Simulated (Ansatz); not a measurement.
Compare A (`C=C[SiH2]Br`) with its isomer B (`[SiH3]/C=C/Br`).

Gas-phase electronic energies from Ansatz, PBE0-D4/def2-TZVP geometries. CBS: MP2 limit from def2 TZ/QZ plus the TZ coupled-cluster correction, frozen cores. Functionals use def2-TZVPP. B3LYP here is the variant with VWN-RPA as its local correlation; programs differ in this. For Br outer-core shells are correlated without core-valence functions, which leaves a few kJ/mol of doubt a bond. Scalar relativity is left out up to krypton. One conformer a species, not always the lowest.

Problem. Which isomer does CCSD(T)/CBS put lower? Give the gap. (Best estimate.)

Solution. Ansatz gave: A, by 144.6 kJ/mol.

Problem. Give E(B) − E(A) in kJ/mol with ωB97M-V, B3LYP, CCSD(T)/def2-TZVPP, r2SCAN-D4, B2PLYP, HF/def2-TZVPP, PBE0-D4. (An estimate is asked.)

Solution. Computed: ωB97M-V 143.8, B3LYP 136.9, CCSD(T)/def2-TZVPP 137.6, r2SCAN-D4 138.6, B2PLYP 138.8, HF/def2-TZVPP 155.7, PBE0-D4 139.6. None reverses the order clearly.

Largest T1 diagnostic: 0.010.

In def2-TZVPP, CCSD(T) changes the Hartree–Fock value by −18.1 kJ/mol (the triples alone add −3.3 kJ/mol) and MP2 by −15.8 kJ/mol. From PBE to PBE0 (25 % exact exchange), in def2-TZVPP and without D4, E(B) − E(A) moves by +9.0 kJ/mol.
